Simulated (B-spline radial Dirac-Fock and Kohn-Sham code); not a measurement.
Dispersion corrections for Cd to Ta

Calculated with an atomic code on a B-spline grid, using the dispersion relation over Dirac-Hartree-Slater subshell photoionisation cross sections, with the Kissel-Pratt high-energy constant (isolated atom, no bound-bound lines or fine structure). Values in electrons; * marks an element with an edge within 2 % of one of the energies, where the values are sensitive to the edge position.

```
 Z  element  f′ at 2984.4 eV  f″ at 2984.4 eV  f′ at 9251.7 eV  f″ at 9251.7 eV  f′ at 30000 eV  f″ at 30000 eV
48       Cd           -7.779            4.333            0.093            3.725          -1.146           2.975
49       In           -7.023            4.746            0.106            4.041          -1.672           3.186
50       Sn           -6.443            5.189            0.107            4.376          -2.696           3.408
51      Sb*           -5.977            5.659            0.092            4.728          -3.384           0.593
52       Te           -5.592            6.166            0.061            5.100          -2.306           0.644
53        I           -5.270            6.700            0.011            5.495          -1.892           0.699
54       Xe           -4.935            7.336           -0.049            5.928          -1.639           0.758
55       Cs           -4.732            7.903           -0.162            6.350          -1.463           0.819
56       Ba           -4.709            8.499           -0.321            6.801          -1.330           0.885
57       La           -4.625            9.143           -0.501            7.265          -1.221           0.953
58       Ce           -4.549            9.819           -0.712            7.765          -1.129           1.026
59       Pr           -4.441           10.552           -0.954            8.296          -1.049           1.102
60       Nd           -4.410           11.282           -1.269            8.827          -0.980           1.182
61       Pm           -4.460           12.012           -1.658            9.384          -0.918           1.267
62       Sm           -4.484           12.848           -2.128            9.967          -0.862           1.356
63       Eu           -4.628           13.608           -2.721           10.566          -0.812           1.449
64       Gd           -4.802           14.430           -3.465           11.159          -0.768           1.547
65       Tb           -4.887           15.437           -4.440           11.832          -0.722           1.650
66       Dy           -5.131           16.316           -5.946           12.484          -0.684           1.757
67      Ho*           -5.385           17.286           -7.581           11.397          -0.649           1.870
68      Er*           -5.697           18.295          -11.336            8.772          -0.617           1.988
69       Tm           -6.085           19.358           -8.608            9.285          -0.587           2.110
70       Yb           -6.533           20.397           -9.464            9.799          -0.562           2.238
71      Lu*           -7.149           21.344          -16.844           10.595          -0.544           2.371
72       Hf           -7.868           22.525           -9.440            4.085          -0.525           2.512
73       Ta           -8.739           23.716           -7.983            4.328          -0.511           2.658
```
